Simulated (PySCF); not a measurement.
Worked example: refractive index and permittivity of the vapour

s-indacene (C₁₂H₈), SMILES C1=Cc2cc3c(cc2=C1)C=CC=3.

The structure is a stationary point at PBE-D3(BJ)/def2-SVP.

PySCF with CAM-B3LYP/def2-SVP gives a mean static polarisability of 161.8 bohr³ and a dipole moment of 0.00 D. Take an ideal gas at 298.15 K and 1 bar, whether or not the substance is that volatile.

### Question
Work out n − 1 in the optical limit and the static ε − 1.

### Answer

Polarisability volume α' = 161.8 × 0.148185 = 23.98 Å³. Number density N = p/kT = 2.43e-5 Å⁻³.
Dilute limit of Lorentz–Lorenz: n − 1 = 2π N α' = 0.0037.
Orientation term of Debye: μ²/(3kT) = 8.098 Å³ × μ²(D²) = 0.00 Å³.
ε − 1 = 4π N (α' + μ²/3kT) = 0.0073. With no permanent dipole, ε equals n² in this model. Vibrational polarisation and dispersion are left out.
